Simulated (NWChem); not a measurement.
Everything below was run with NWChem. System: H2ISi, charge -1, spin multiplicity 1, at the geometry of a parent with another charge or spin, in a state set for the comparison that need not be this species' ground state. Level: MP2/def2-TZVPD with def2 effective core potentials on I, 9 core orbitals frozen.

Job file:

```
start mol
memory heap 200 mb stack 900 mb global 1100 mb
charge -1
geometry units angstroms nocenter noautoz
  Si    -0.405039    -1.816884     0.000000
  I      0.100395     0.572037     0.000000
  H      0.174800    -2.440790    -1.229796
  H      0.174800    -2.440790     1.229796
  symmetry group Cs
end
basis spherical
  * library def2-tzvpd
end
ecp
  I library def2-ecp
end
scf
  rhf
  nopen 0
  maxiter 100
  thresh 1e-7
  semidirect memsize 60000000 filesize 0
end
mp2
  freeze core 9
end
task mp2 energy
```

NWChem printed:

```
             Northwest Computational Chemistry Package (NWChem) 7.3.0
             --------------------------------------------------------

                                NWChem Input Module
                                -------------------

 Scaling coordinates for geometry "geometry" by  1.889725989
 (inverse scale =  0.529177249)

 Turning off AUTOSYM since
 SYMMETRY directive was detected!

                             Geometry "geometry" -> ""
                             -------------------------

 Output coordinates in angstroms (scale by  1.889725989 to convert to a.u.)

  No.       Tag          Charge          X              Y              Z
 ---- ---------------- ---------- -------------- -------------- --------------
    1 Si                  14.0000    -0.40503900    -1.81688400     0.00000000
    2 I                   53.0000     0.10039500     0.57203700     0.00000000
    3 H                    1.0000     0.17480000    -2.44079000    -1.22979600
    4 H                    1.0000     0.17480000    -2.44079000     1.22979600

 Effective nuclear repulsion energy (a.u.)     188.1556775514

            Nuclear Dipole moment (a.u.)
            ----------------------------
        X                 Y               Z
 ---------------- ---------------- ----------------
    -0.0000207870     0.0000094486     0.0000000000

      Symmetry information
      --------------------

 Group name             Cs
 Group number              2
 Group order               2
 No. of unique centers     3

      Symmetry unique atoms

     1    2    3


 Summary of "ao basis" -> "" (spherical)
 ------------------------------------------------------------------------------
       Tag                 Description            Shells   Functions and Types
 ---------------- ------------------------------  ------  ---------------------
 *                         def2-tzvpd                 on all atoms

 Summary of "ao basis" -> "ao basis" (spherical)
 ------------------------------------------------------------------------------
       Tag                 Description            Shells   Functions and Types
[...]
     1   1 0 0      0.860360      0.000000     -5.312154
     1   0 1 0      1.910471      0.000000    -30.267800
     1   0 0 1     -0.000000      0.000000      0.000000

     2   2 0 0    -41.365501      0.000000      9.320054
     2   1 1 0     -4.414026      0.000000     38.871626
     2   1 0 1      0.000000      0.000000      0.000000
     2   0 2 0    -46.681444      0.000000    236.799112
     2   0 1 1      0.000000      0.000000      0.000000
     2   0 0 2    -36.608162      0.000000     10.801742

                   NWChem MP2 Semi-direct Energy/Gradient Module
                   ---------------------------------------------

  Basis functions       =    120
  Molecular orbitals    =    120
  Frozen core           =      9
  Frozen virtuals       =      0
  Active alpha occupied =     12
  Active beta occupied  =     12
  Active alpha virtual  =     99
  Active beta virtual   =     99
  Use MO symmetry       = T
  Use skeleton AO sym   = T

  AO/Fock/Back tols     =   1.0D-09  1.0D-09  1.0D-09

 GA uses MA = F    GA memory limited = T

 Available:
  local mem=  1.26D+08
 global mem=  1.44D+08
 local disk=  0.00D+00
  mp2_memr nvloc                    99
  nvloc new                    99
   1 passes of  12:        5242880                      88752                  28767638.
   1 passes of  12: M    126135285           G      144150400           F     120892405.

 Semi-direct pass number   1 of   1  for RHF alpha+beta  at       11.4s
  vrange nnbf                  7116
  mp2_eaftype                   109  avail_ma_in_mb                  1099
 EAF : mp2_eaftype filesize         109   14383819.
  mp2_eaf for mointskh                    109
Node 0 wrote     67.6 Mb in      0.0 s     Agg I/O rate:  3106.7 Mb/s
 Done moints_semi at       27.4s
  mp2_eaftype                   109  avail_ma_in_mb                   990
 EAF : mp2_eaftype filesize         109   14383819.
  mp2_eaf for kh                   109
 Done maket at       28.0s
 Done multipass loop at       28.0s

          -------------------------------------------
          SCF energy                -586.779106468247
          Correlation energy          -0.630764275099
          Singlet pairs               -0.317377709124
          Triplet pairs               -0.313386565975
          Total MP2 energy          -587.409870743346
          -------------------------------------------

          ---------------------------------------------------
                    Spin Component Scaled (SCS) MP2
          Same spin pairs                     -0.208924377317
          Same spin scaling factor             0.333333333333
          Opposite spin pairs                 -0.421839897783
          Opposite spin scaling fact.          1.200000000000
          SCS-MP2 correlation energy          -0.575849336445
          Total SCS-MP2 energy              -587.354955804692
          ---------------------------------------------------

 -----------------------
 Performance information
 -----------------------

 Timer overhead =  3.27D-07 seconds/call

               Nr. of calls         CPU time (s)                 Wall time (s)                GFlops
             ---------------    -------------------     ------------------------------   -------------------
Name         Min   Avg   Max    Min     Avg     Max     Min     Avg     Max   Mx/calls   Min     Max     Sum
mp2: moin     1     1     1    16.     16.     16.      16.     16.     16.     16.      0.0     0.0     0.0
mp2: make     1     1     1   0.62    0.62    0.62     0.62    0.62    0.62    0.62      0.0     0.0     0.0
mp2: tota     1     1     1    17.     17.     17.      17.     17.     17.     17.      0.0     0.0     0.0

 The average no. of pstat calls per process was 3.00D+00
 with a timing overhead of 9.81D-07s

 Task  times  cpu:       28.0s     wall:       28.0s

 Total times  cpu:       28.0s     wall:       28.0s
```
